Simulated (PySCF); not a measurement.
CH2F, SMILES [CH2]F, multiplicity 2.

Coordinates come from a PBE0-D3(BJ)/def2-TZVPD optimisation. The isomer is the one that the SMILES or the coordinates give; other isomers of the formula were not compared.

Two levels are set side by side: PBE/def2-TZVPD (PySCF) and ωB97X/def2-TZVPD (PySCF). Same geometry, gas phase. Differences are taken from unrounded values.

```csv
quantity,PBE
α-spin orbital gap (eV),4.87
β-spin orbital gap (eV),6.05
dipole moment (D),1.12
mean polarisability (bohr³),17.3
```

Problem. These are the PBE values. What does ωB97X give? (Estimate from the structure and the level; the computed values follow.)

Solution. 
```json
[
 {"quantity": "α-spin orbital gap (eV)", "ωB97X": "11.02", "PBE minus ωB97X": "-6.14"},
 {"quantity": "β-spin orbital gap (eV)", "ωB97X": "13.74", "PBE minus ωB97X": "-7.68"},
 {"quantity": "dipole moment (D)", "ωB97X": "1.29", "PBE minus ωB97X": "-0.18"},
 {"quantity": "mean polarisability (bohr³)", "ωB97X": "16.2", "PBE minus ωB97X": "1.1"}
]
```

Loosely held outer electrons make PBE densities more polarisable. Differences between two approximate levels are no errors against the true value.

Rough cost on one machine, each run with all the roots and properties that it gave: ωB97X against PBE about 1/2.
